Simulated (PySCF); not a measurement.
## Radial density of Te(2+) (tellurium, charge +2)

UHF, [Kr] 4d10 5s2 5p1 6s1, high-spin 3P determinant (an excited configuration). All numbers are calculated (PySCF 2.14, scalar relativity through the core potential, in aug-cc-pVQZ-PP with one added diffuse shell each of s, p, d, f, g type with ECP28MDF (8s8p6d4f3g, 117 functions)). This is the valence pseudo-density: the core potential removes the inner electrons and smooths the orbitals near the nucleus.

```tsv
r (bohr)	4πr²ρ (e/bohr)	4πr²(ρα − ρβ)
0.00215	2.736e-05	0.0000
0.00361	7.424e-05	0.0000
0.00607	0.0001895	0.0000
0.0102	0.0004377	0.0000
0.0172	0.0009062	0.0000
0.0289	0.001536	0.0000
0.0486	0.002119	0.0000
0.0817	0.003705	0.0001
0.137	0.02336	0.0001
0.231	0.3035	0.0015
0.389	4.724	0.0377
0.654	24.53	0.1334
1.10	14.03	0.0455
1.85	3.032	0.6370
3.11	0.6420	0.3935
5.24	0.2349	0.2335
8.81	0.007531	0.0075
```

Energies and moments cover only the electrons outside the core potential. The outer electron is Rydberg-like, and this basis confines it to a smaller radius and binds it less than a complete one would.
